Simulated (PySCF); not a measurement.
[IS3]+, singlet: molecular constants

These are results of PBE in PySCF with I def2-SVP with ECP28, S def2-SVP; scalar-relativistic core potentials, no spin–orbit coupling; density-fitted integrals, not measurements.

The structure is a minimum.

- Point group: D3h
- Bond lengths: I–S 2.270 Å (×3)
- Bond angles: S–I–S 120.0° (×3)
- Rotational symmetry number: 6
- Principal quadrupole moments (Buckingham, traceless) about the centre of mass: -8.71, 4.36, 4.36 D Å
- Principal polarisabilities: 33.6, 116.2, 116.2 bohr³
- Heat capacity Cp at 298.15 K: 75.8 J/(mol K)
- Enthalpy at 298.15 K above 0 K: 17.85 kJ/mol
- Lowest empty level: -11.18 eV
- Dipole moment about the centre of mass: 0.00 D
- Rotational constants: 0.06822, 0.06822, 0.03411 cm⁻¹
- Highest occupied level: -11.96 eV
- Entropy at 298.15 K and 1 bar: 333.3 J/(mol K)
- Zero-point energy: 9.4 kJ/mol

Harmonic modes (masses in u: I 126.904, S 31.972):
```csv
symmetry,ω (cm⁻¹),"IR (km/mol, summed over degenerate members)",μ (u),type
a2'',90,0.0,47.16,bend
e',130,0.6,36.08,bend
a1',368,0.0,31.97,stretch
e',425,11.3,40.37,stretch
```

In D3h the vibrations span a2'' + 2e' + a1'. The a1' mode carries no infrared intensity, as symmetry demands.

Charges (e):
| atom | Mulliken | Löwdin | polar tensor | Mayer order to I1 |
| --- | --- | --- | --- | --- |
| I1 | 0.75 | 0.82 | 0.91 | – |
| S2,3,4 | 0.08 | 0.06 | 0.03 | 1.25 |
Other Mayer orders above 0.3: S–S 0.48 (×3).

Mulliken populations on I1 (electrons outside its core potential): s 3.80, p 10.01, d 10.44.

Counting electrons, iodine keeps none of its valence electrons outside its bonds, so the VSEPR class is AX3 and the expected shape is trigonal planar (D3h), as computed.

Only a few start shapes were tried, so a lower isomer may exist.

The final relaxation and frequency run took 22 s on 2 threads of a shared Arm Neoverse V1 host, with 80 basis functions and 7 gradients; the process peaked at 0.82 GiB.
